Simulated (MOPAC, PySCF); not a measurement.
Complex: HF (SMILES F) (first 2 atoms) with C2H3F (SMILES C=CF); geometry from B3LYP-D3(BJ)/def2-TZVP, rigid monomers moved along the line of their centres of mass till H2···F5 is 1.64 Å.
(charge 0, multiplicity 1):
```xyz
8

F     -0.09967    -0.05493    -0.30704
H      0.01984     0.44261     0.47217
C     -0.25520    -1.19536     2.69341
C      0.00866     0.05911     2.98225
F      0.17080     1.00148     2.00447
H     -0.35621    -1.54056     1.67370
H     -0.37457    -1.90231     3.50108
H      0.12818     0.50169     3.96015
```

Interaction energies are E(AB) − E(A) − E(B) at the monomers' geometry in the complex; basis-set methods are counterpoise corrected. Rows marked so take none.

Rows in 6-31G* carry no dispersion term and start afresh at each structure (6-31G* with six Cartesian d functions). The state that PM3, PM7 reach isn't checked; PM7 holds dispersion and hydrogen-bond terms.

Run with MOPAC for PM3, PM7 (differences of heats of formation); PySCF for 6-31G* rows. Values without a source in brackets are computed.

Problem. One of these levels gives -149.5 meV for the interaction energy. Name it.
A. PM7
B. PM3
C. HF/6-31G*
D. BP86/6-31G* (no counterpoise)

Solution. B, PM3. The others give 470.8 (PM7), -104.3 (HF/6-31G*), -282.5 (BP86/6-31G* (no counterpoise))
